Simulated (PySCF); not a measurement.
# Correlation energy of Cr (chromium, neutral)

[Ar] 3d5 4p1, high-spin 7P determinant (an excited configuration). Calculation: PySCF 2.14, in aug-cc-pVDZ (7s6p4d2f, 59 functions); no relativity, point nucleus. Frozen: [Ar]; 6 electrons correlated.

```tsv
level	correlation energy (mhartree)
CCSD	-83.29
(T)	-2.31
CCSD(T)	-85.60
```

Diagnostics: T1 = 0.071, D1 = 0.2313, largest double amplitude 0.067.

Problem. Is a single reference adequate?

Solution. Largely. T1 is above 0.03 while the doubles stay small, so the singles mainly relax the orbitals.
